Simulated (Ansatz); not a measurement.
Si(F)3(vinyl) (C₂H₃F₃Si), SMILES C=C[Si](F)(F)F.

Geometry: TPSSh-D3(BJ)/def2-SVP. The values are those of a single conformer.

Two levels are set side by side: PBE/def2-SVPD (Ansatz, a program for electronic structure) and CAM-B3LYP/def2-SVPD (Ansatz). Energy differences of separate SCF runs at the same geometry; the states with an electron removed or added have multiplicity 2 and 2. Differences are taken from unrounded values.

```csv
quantity,PBE
vertical ionisation energy (eV),11.33
vertical singlet–triplet gap (eV),4.29
```

Task: These are the PBE values. What does CAM-B3LYP give? (The exact figures need the calculation; the answer reports its results.)

Result: 
```tsv
quantity	CAM-B3LYP	PBE minus CAM-B3LYP
vertical ionisation energy (eV)	11.44	-0.11
vertical singlet–triplet gap (eV)	4.18	0.11
```
